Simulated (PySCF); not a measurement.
# One molecule, several mistakes: AlBH3O cation

These are calculations, not measurements. They come from PySCF 2.14.0, an open-source quantum chemistry program, on an isolated molecule that a program drew, which may never have been made. The molecule is AlBH3O cation (charge +1, singlet), drawn as the SMILES string `B[O][AlH+]`.

Each row is a Hartree-Fock (HF) and frozen-core CCSD(T) single point in the cc-pV(D+d)Z basis, meant for a local HF minimum. Run 1 is clean. Each other run has one planted mistake out of seven kinds, and not every kind appears here: one electron removed, one electron added, multiplicity raised by two, geometry at a saddle point, minimal basis STO-3G, one bond length entered in bohr, all coordinates scaled. The reference is restricted for singlets and unrestricted otherwise, and also for a bond in bohr. Adding or removing an electron swaps singlet and doublet. Electrons count all cores. HOMO and LUMO are orbital energies over both spins, the gradient is its largest component, and the lowest frequency (negative if imaginary) is given only where the gradient is small. Bond lengths are over the 5 bonds as drawn. T1 is the CCSD diagnostic: over 0.02 (restricted) or 0.045 (unrestricted) a single reference is doubtful.

Geometry of the clean run:
```xyz
6
AlBH3O cation, angstrom
B    -3.0591   -2.8773   -0.1753
O    -2.3192   -2.6194    0.9834
Al   -1.4694   -2.3244    2.3171
H    -2.4808   -3.3649   -1.0939
H    -4.2139   -2.5906   -0.1594
H    -0.6576   -2.0435    3.5890
```

| run | electrons | basis functions | <S^2> | HOMO (eV) | LUMO (eV) | gradient (hartree/bohr) | lowest frequency (cm^-1) | mean bond (Å) | longest bond (Å) | T1 | HF (hartree) | CCSD(T) (hartree) | mistake |
|---|---|---|---|---|---|---|---|---|---|---|---|---|---|
| 1 | 28 | 66 | 0.000 | -16.91 | -4.47 | 2.8e-05 | 139 | 1.3845 | 1.609 | 0.0165 | -343.01551 | -343.35656 | no fault |
| 2 | 28 | 66 | 0.000 | -16.80 | -4.59 | 1.4e-02 | - | 1.4149 | 1.644 | 0.0174 | -343.01290 | -343.35667 | all coordinates scaled |
| 3 | 28 | 66 | 2.026 | -11.59 | -7.86 | 1.5e-01 | - | 1.3845 | 1.609 | 0.0582 | -342.82934 | -343.15871 | multiplicity raised by two |
| 4 | 29 | 66 | 0.765 | -5.50 | 1.05 | 6.4e-02 | - | 1.3845 | 1.609 | 0.0625 | -343.19760 | -343.55595 | one electron added |
| 5 | 28 | 22 | 0.000 | -14.89 | 0.52 | 3.5e-02 | - | 1.3845 | 1.609 | 0.0250 | -338.87259 | -339.01418 | minimal basis STO-3G |
| 6 | 28 | 66 | 1.030 | -15.82 | -5.84 | 3.0e-02 | - | 1.6707 | 3.040 | 0.0353 | -342.90819 | -343.21906 | ? |

**Which mistake was planted in run 6, and what did it cost?**

The mean bond changes by a factor of 1.207 and the longest by 1.889, so the molecule wasn't scaled as a whole. A length L in bohr read as angstrom grows by (1/0.5292 - 1) L = 0.890 L. The 5 bonds together grew by 5 x 0.2862 = 1.431 Å, which gives L = 1.608 Å. That is bond O2-Al3, 1.609 Å in the clean geometry. So the mistake is: one bond length entered in bohr. Subtracting run 1 and multiplying by 627.51 kcal/mol a hartree, the energy moved by 67.3 kcal/mol in HF and 86.3 kcal/mol in CCSD(T).

Cautions from the logs. Run 3: T1 is over the limit, so its CCSD(T) energy is less reliable; run 4: T1 is over the limit, so its CCSD(T) energy is less reliable; run 5: T1 is over the limit, so its CCSD(T) energy is less reliable.
